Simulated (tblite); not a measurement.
Record of a relaxation.

C5H8NO (doublet state).
Numbering: `[CH3:1]/[CH:2]=[N:3]\[CH:4][CH2:5][CH:6]=[O:7]` (hydrogens: H8, H9, H10 on C1; H11 on C2; H12 on C4; H13, H14 on C5; H15 on C6)
Bond orders are those of one Lewis drawing.

Computed with GFN2-xTB (tblite), gas phase: L-BFGS steps from a force-field or distance-geometry start until the largest atomic force falls under 0.01 eV/Å. 10 of its 140 geometries are shown.

Step 0: E = -588.5747 eV, largest atomic force 4.157 eV/Å
```
atom  x, y, z in Å  |  force x, y, z in eV/Å
C1     -2.203    0.211    0.039   -1.884   0.768  -0.193
C2     -1.479    0.079   -1.245    0.914  -0.818  -0.137
N3     -0.305   -0.462   -1.340   -0.363  -0.864   1.809
C4      0.282   -0.936   -0.139    0.217   2.952  -1.927
C5      1.762   -0.693   -0.295   -0.748  -0.442  -0.181
C6      2.139    0.663    0.212    4.079   0.781  -0.183
O7      3.328    1.032    0.145   -2.723  -0.722   0.195
H8     -2.183   -0.698    0.659    0.048   0.507  -0.248
H9     -1.797    1.096    0.574   -0.291  -0.611  -0.045
H10    -3.275    0.438   -0.226    0.900  -0.159   0.546
H11    -1.928    0.441   -2.162    0.100   0.070   0.096
H12    -0.138   -0.462    0.773    0.311  -1.086  -0.257
H13     2.386   -1.433    0.221    0.023   0.118  -0.305
H14     1.967   -0.631   -1.393    0.112  -0.481   0.755
H15     1.439    1.361    0.650   -0.694  -0.011   0.075
```

Step 15: E = -589.6567 eV, largest atomic force 0.310 eV/Å
```
atom  x, y, z in Å  |  force x, y, z in eV/Å
C1     -2.406    0.293    0.009    0.069   0.062   0.076
C2     -1.600    0.077   -1.225   -0.032  -0.308  -0.012
N3     -0.337   -0.236   -1.239   -0.105   0.022   0.027
C4      0.390   -0.631   -0.239   -0.007  -0.264   0.120
C5      1.871   -0.623   -0.333   -0.098  -0.089  -0.017
C6      2.367    0.697    0.211    0.040   0.047  -0.017
O7      3.493    1.090    0.187    0.252   0.026  -0.020
H8     -2.369   -0.606    0.630    0.034   0.045   0.032
H9     -1.948    1.107    0.568   -0.089   0.070   0.247
H10    -3.450    0.528   -0.183    0.104   0.041  -0.171
H11    -2.072    0.158   -2.188   -0.070   0.035  -0.168
H12    -0.003   -0.963    0.727   -0.214  -0.034  -0.187
H13     2.295   -1.437    0.267    0.055   0.147  -0.054
H14     2.212   -0.754   -1.365   -0.007   0.142   0.096
H15     1.552    1.309    0.647    0.067   0.060   0.049
```

Step 31: E = -589.7250 eV, largest atomic force 0.052 eV/Å
```
atom  x, y, z in Å  |  force x, y, z in eV/Å
C1     -2.425    0.306    0.010   -0.018   0.001   0.011
C2     -1.622    0.024   -1.216    0.018   0.008   0.007
N3     -0.357   -0.258   -1.222    0.015  -0.017   0.030
C4      0.379   -0.675   -0.235    0.021   0.007   0.028
C5      1.860   -0.582   -0.311   -0.003  -0.022  -0.018
C6      2.416    0.724    0.220   -0.015  -0.018  -0.017
O7      3.568    1.041    0.164    0.038  -0.001   0.005
H8     -2.438   -0.573    0.658    0.015  -0.012   0.014
H9     -1.978    1.122    0.582    0.000  -0.009   0.017
H10    -3.447    0.567   -0.241   -0.025   0.029  -0.032
H11    -2.092    0.114   -2.182   -0.012  -0.004  -0.050
H12    -0.055   -1.133    0.653   -0.009  -0.003   0.036
H13     2.332   -1.387    0.261    0.001   0.021  -0.029
H14     2.192   -0.672   -1.349   -0.001   0.027   0.001
H15     1.662    1.390    0.681   -0.024  -0.007  -0.002
```

Step 46: E = -589.7302 eV, largest atomic force 0.053 eV/Å
```
atom  x, y, z in Å  |  force x, y, z in eV/Å
C1     -2.447    0.315    0.001   -0.005   0.000  -0.004
C2     -1.617    0.012   -1.203    0.000  -0.012   0.020
N3     -0.357   -0.282   -1.178    0.007   0.009  -0.042
C4      0.390   -0.682   -0.193   -0.032  -0.011  -0.021
C5      1.867   -0.579   -0.320   -0.025   0.009  -0.016
C6      2.428    0.720    0.224    0.027   0.007   0.012
O7      3.585    1.023    0.196    0.013  -0.019   0.015
H8     -2.496   -0.568    0.643   -0.028   0.019  -0.003
H9     -2.000    1.117    0.593    0.020  -0.015  -0.012
H10    -3.454    0.607   -0.280    0.000  -0.016  -0.004
H11    -2.066    0.082   -2.185    0.012  -0.004   0.051
H12    -0.024   -1.138    0.705   -0.001   0.010   0.028
H13     2.376   -1.401    0.189   -0.007   0.021   0.003
H14     2.143   -0.618   -1.377    0.031   0.012  -0.015
H15     1.669    1.399    0.659   -0.013  -0.011  -0.014
```

Step 62: E = -589.7415 eV, largest atomic force 0.125 eV/Å
```
atom  x, y, z in Å  |  force x, y, z in eV/Å
C1     -2.487    0.320   -0.003    0.065  -0.010  -0.002
C2     -1.649   -0.063   -1.181    0.000   0.024  -0.019
N3     -0.387   -0.350   -1.166   -0.006   0.063   0.034
C4      0.409   -0.668   -0.190    0.006   0.078   0.098
C5      1.879   -0.540   -0.369    0.022   0.011   0.004
C6      2.470    0.706    0.257   -0.047   0.035  -0.028
O7      3.640    0.894    0.419    0.044  -0.031   0.033
H8     -2.651   -0.561    0.623   -0.049   0.027   0.004
H9     -1.987    1.066    0.617    0.067  -0.018  -0.013
H10    -3.448    0.719   -0.319    0.043  -0.072  -0.002
H11    -2.110   -0.056   -2.159   -0.006  -0.047   0.019
H12     0.064   -1.044    0.773   -0.099  -0.014  -0.046
H13     2.413   -1.394    0.051    0.016  -0.077  -0.005
H14     2.116   -0.486   -1.434   -0.014   0.017  -0.060
H15     1.723    1.466    0.555   -0.043   0.014  -0.016
```

Step 77: E = -589.7786 eV, largest atomic force 0.061 eV/Å
```
atom  x, y, z in Å  |  force x, y, z in eV/Å
C1     -2.462    0.300    0.005   -0.016  -0.004  -0.007
C2     -1.685   -0.169   -1.179    0.006  -0.009   0.023
N3     -0.408   -0.384   -1.196    0.005  -0.017   0.010
C4      0.404   -0.566   -0.197    0.017  -0.028  -0.009
C5      1.872   -0.473   -0.421    0.024   0.005  -0.021
C6      2.505    0.687    0.310    0.000   0.015  -0.013
O7      3.600    0.683    0.796   -0.053  -0.027   0.012
H8     -2.779   -0.562    0.601    0.008   0.044  -0.012
H9     -1.844    0.938    0.637   -0.028  -0.013   0.017
H10    -3.352    0.842   -0.304    0.001   0.005   0.013
H11    -2.206   -0.322   -2.114    0.012   0.005  -0.003
H12     0.057   -0.859    0.793    0.029  -0.005  -0.009
H13     2.389   -1.391   -0.128   -0.020   0.020  -0.002
H14     2.045   -0.299   -1.488    0.010  -0.005   0.011
H15     1.858    1.584    0.357    0.004   0.015  -0.011
```

Step 93: E = -589.7902 eV, largest atomic force 0.036 eV/Å
```
atom  x, y, z in Å  |  force x, y, z in eV/Å
C1     -2.481    0.302    0.014    0.005   0.011  -0.007
C2     -1.704   -0.257   -1.129    0.005   0.004  -0.014
N3     -0.423   -0.439   -1.168    0.011   0.004  -0.002
C4      0.440   -0.537   -0.202    0.005  -0.014   0.001
C5      1.895   -0.424   -0.500    0.001  -0.003   0.007
C6      2.514    0.677    0.325    0.029   0.008  -0.019
O7      3.454    0.549    1.058   -0.030  -0.005   0.010
H8     -2.953   -0.511    0.572   -0.007  -0.009   0.009
H9     -1.833    0.853    0.693    0.004  -0.006   0.003
H10    -3.270    0.957   -0.348   -0.016   0.016   0.013
H11    -2.239   -0.500   -2.037   -0.004   0.005   0.004
H12     0.157   -0.778    0.822    0.000  -0.010  -0.012
H13     2.413   -1.362   -0.281    0.025   0.011   0.014
H14     2.021   -0.177   -1.557   -0.011  -0.005   0.011
H15     2.004    1.654    0.211   -0.019  -0.009  -0.017
```

Step 108: E = -589.8067 eV, largest atomic force 0.856 eV/Å
```
atom  x, y, z in Å  |  force x, y, z in eV/Å
C1     -2.396    0.315    0.073   -0.033  -0.110   0.135
C2     -1.659   -0.156   -1.140    0.005  -0.073   0.271
N3     -0.389   -0.402   -1.207    0.006  -0.017   0.081
C4      0.474   -0.639   -0.259   -0.140   0.083  -0.060
C5      1.932   -0.507   -0.525   -0.032   0.034   0.024
C6      2.333    0.730    0.251   -0.152  -0.185  -0.523
O7      2.942    0.710    1.273    0.388   0.006   0.763
H8     -2.867   -0.536    0.585    0.077   0.089  -0.169
H9     -1.707    0.773    0.782    0.002   0.056  -0.030
H10    -3.190    1.022   -0.170    0.138  -0.075  -0.086
H11    -2.219   -0.330   -2.046   -0.032   0.070  -0.070
H12     0.180   -0.926    0.750   -0.024  -0.054  -0.040
H13     2.490   -1.364   -0.132   -0.068   0.099  -0.122
H14     2.100   -0.359   -1.591    0.028  -0.057   0.035
H15     1.972    1.676   -0.172   -0.164   0.134  -0.209
```

Step 124: E = -589.8396 eV, largest atomic force 0.065 eV/Å
```
atom  x, y, z in Å  |  force x, y, z in eV/Å
C1     -2.319    0.321    0.129   -0.001  -0.011  -0.007
C2     -1.599   -0.056   -1.122    0.010  -0.008  -0.006
N3     -0.346   -0.357   -1.210    0.011   0.008  -0.009
C4      0.484   -0.734   -0.278    0.000   0.001   0.004
C5      1.950   -0.580   -0.490   -0.007  -0.002  -0.005
C6      2.184    0.760    0.171    0.038   0.006   0.018
O7      2.625    0.914    1.278   -0.049   0.011  -0.042
H8     -2.739   -0.575    0.594   -0.005   0.005   0.001
H9     -1.635    0.780    0.843   -0.011   0.000  -0.001
H10    -3.138    1.002   -0.089    0.014   0.005   0.020
H11    -2.147   -0.043   -2.054    0.002  -0.007   0.006
H12     0.150   -1.143    0.673   -0.003  -0.002   0.015
H13     2.523   -1.355    0.016   -0.021  -0.020  -0.008
H14     2.180   -0.534   -1.553    0.014   0.013   0.001
H15     1.823    1.610   -0.437    0.010   0.000   0.012
```

Step 139: E = -589.8423 eV, largest atomic force 0.007 eV/Å
```
atom  x, y, z in Å  |  force x, y, z in eV/Å
C1     -2.300    0.317    0.147   -0.004   0.000  -0.001
C2     -1.598   -0.061   -1.113   -0.002   0.000  -0.001
N3     -0.345   -0.358   -1.219   -0.003  -0.001  -0.002
C4      0.493   -0.732   -0.292    0.000  -0.001   0.001
C5      1.957   -0.580   -0.507    0.001   0.006   0.003
C6      2.155    0.763    0.161   -0.003   0.005  -0.003
O7      2.495    0.923    1.302    0.005  -0.002   0.001
H8     -2.761   -0.569    0.591    0.000  -0.003  -0.002
H9     -1.599    0.731    0.870    0.000  -0.004   0.000
H10    -3.088    1.038   -0.052    0.004   0.006   0.000
H11    -2.160   -0.053   -2.036    0.001   0.000   0.003
H12     0.165   -1.138    0.663   -0.004   0.000   0.002
H13     2.526   -1.355    0.004    0.004  -0.005   0.001
H14     2.196   -0.530   -1.567    0.003   0.000   0.000
H15     1.859    1.613   -0.481   -0.003  -0.002  -0.002
```

**Question.** Summarise the path.

**Answer.** The energy falls by 1.2676 eV from step 0 to step 139; nine tenths of that is first reached at step 23. It rises by more than 0.2 meV at steps 63, 69, 72, 108, 109 and 113. The largest force goes from 4.157 to 0.007 eV/Å. Among the bonds N3–C4 changes most, from 1.419 to 1.304 Å; the atoms move by 0.629 Å rms after alignment.

**Question.** Follow the three bonds and two angles with the largest change from start to end.

**Answer.** 
| step | E above end (eV) | largest force (eV/Å) | N3–C4 (Å) | C6=O7 (Å) | C1–H10 (Å) | N3–C4–C5 (°) | C2–N3–C4 (°) |
| --- | --- | --- | --- | --- | --- | --- | --- |
| 0 | 1.2676 | 4.157 | 1.419 | 1.246 | 1.128 | 105.4 | 116.9 |
| 6 | 0.4819 | 0.682 | 1.316 | 1.191 | 1.083 | 116.5 | 119.1 |
| 12 | 0.2542 | 0.501 | 1.303 | 1.197 | 1.079 | 118.5 | 127.4 |
| 18 | 0.1510 | 0.259 | 1.297 | 1.196 | 1.089 | 120.6 | 127.3 |
| 24 | 0.1249 | 0.094 | 1.301 | 1.196 | 1.086 | 120.6 | 127.4 |
| 30 | 0.1177 | 0.057 | 1.301 | 1.196 | 1.084 | 120.4 | 128.2 |
| 36 | 0.1158 | 0.053 | 1.300 | 1.197 | 1.085 | 119.8 | 128.7 |
| 42 | 0.1133 | 0.051 | 1.300 | 1.197 | 1.085 | 118.9 | 129.4 |
| 48 | 0.1113 | 0.061 | 1.300 | 1.196 | 1.085 | 119.0 | 130.2 |
| 54 | 0.1092 | 0.042 | 1.299 | 1.197 | 1.086 | 118.7 | 130.7 |
| 60 | 0.1040 | 0.108 | 1.299 | 1.197 | 1.086 | 119.7 | 131.4 |
| 66 | 0.0942 | 1.290 | 1.301 | 1.213 | 1.088 | 119.5 | 132.2 |
| 73 | 0.0693 | 0.141 | 1.301 | 1.199 | 1.086 | 119.3 | 130.0 |
| 79 | 0.0622 | 0.071 | 1.300 | 1.198 | 1.087 | 119.6 | 129.1 |
| 85 | 0.0563 | 0.097 | 1.299 | 1.199 | 1.088 | 119.5 | 130.2 |
| 91 | 0.0530 | 0.363 | 1.299 | 1.202 | 1.088 | 119.7 | 130.3 |
| 97 | 0.0509 | 0.048 | 1.299 | 1.198 | 1.089 | 119.7 | 130.3 |
| 103 | 0.0470 | 0.076 | 1.299 | 1.199 | 1.088 | 119.7 | 130.4 |
| 109 | 0.0441 | 1.155 | 1.309 | 1.214 | 1.094 | 120.1 | 130.3 |
| 115 | 0.0088 | 0.116 | 1.303 | 1.202 | 1.088 | 120.1 | 129.8 |
| 121 | 0.0032 | 0.099 | 1.303 | 1.201 | 1.087 | 119.6 | 129.4 |
| 127 | 0.0019 | 0.068 | 1.304 | 1.202 | 1.087 | 119.7 | 129.4 |
| 133 | 0.0003 | 0.023 | 1.304 | 1.201 | 1.087 | 119.9 | 129.2 |
| 139 | 0.0000 | 0.007 | 1.304 | 1.201 | 1.087 | 120.0 | 129.1 |

The cost below is that of the whole relaxation. The run took 0.73 s wall on one thread of an Arm Neoverse V1, no GPU (shared host).
